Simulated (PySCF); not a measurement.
Ligands exchanged one at a time, Ga Cl-SiH3. Isolated molecules, 0 K electronic values unless said otherwise. Strings in code marks are SMILES.

The numbers are results of ωB97X-D3(BJ)/def2-TZVP in PySCF 2.14.0, not measurements. Excitations are Tamm–Dancoff values on a coarser integration grid. The basis has no diffuse functions, so Rydberg states are missing or too high.

```
species                                                  HOMO–LUMO gap (eV)  S1 excitation (TDA) (eV)  S1 oscillator strength
-------------------------------------------------------  ------------------  ------------------------  ----------------------
0 of 3 Cl replaced by SiH3 (`[Cl][Ga]([Cl])[Cl]`)                     12.18                      6.80                   0.000
1 of 3 Cl replaced by SiH3                                            10.60                      5.52                   0.025
2 of 3 Cl replaced by SiH3                                             9.09                      3.94                   0.000
3 of 3 Cl replaced by SiH3 (`[SiH3][Ga]([SiH3])[SiH3]`)                8.78                      3.61                   0.000
```
